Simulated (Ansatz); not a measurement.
Consider the ligand exchange at the Si–S bond: `CS[SiH](N)[SiH3]` + silanol → `N[SiH]([SiH3])O[SiH3]` + CH₃SH.

Computed with Ansatz on PBE0-D4/def2-TZVP structures; ΔE is electronic, products minus reactants. CCSD(T)/CBS adds triple-zeta CCSD(T) − MP2 to the extrapolated MP2 energy (def2 sets, frozen cores). This one scheme is used for every species. Functionals use def2-TZVPP. B3LYP here is the variant with VWN-RPA as its local correlation; programs differ in this. Each species was taken in one conformer, which may not be the lowest.

**Question.** Is it downhill or uphill in electronic energy at CCSD(T)/CBS, and by how much? (Best estimate.)

**Answer.** Ansatz gave: Downhill: ΔE = -52.7 kJ/mol.

**Question.** What do these levels give: B3LYP-D4, r2SCAN, MP2/def2-TZVPP, SCS-MP2/def2-TZVPP, HF/def2-QZVPP, HF/CBS(def2)? (Best estimate.)

**Answer.** The calculation gave: B3LYP-D4 -56.6, r2SCAN -50.6, MP2/def2-TZVPP -51.2, SCS-MP2/def2-TZVPP -58.7, HF/def2-QZVPP -80.1, HF/CBS(def2) -80.4 kJ/mol.

Largest T1 diagnostic among the species: 0.012.

In def2-TZVPP, CCSD(T) changes the Hartree–Fock value by +21.3 kJ/mol (the triples alone add +4.5 kJ/mol) and MP2 by +26.5 kJ/mol. The D4 term adds +4.3 kJ/mol with B3LYP and +2.2 kJ/mol with PBE0; it sums over pairs of atoms, weighted by their polarisabilities, and B3LYP, whose exchange is more repulsive, gets the larger term.
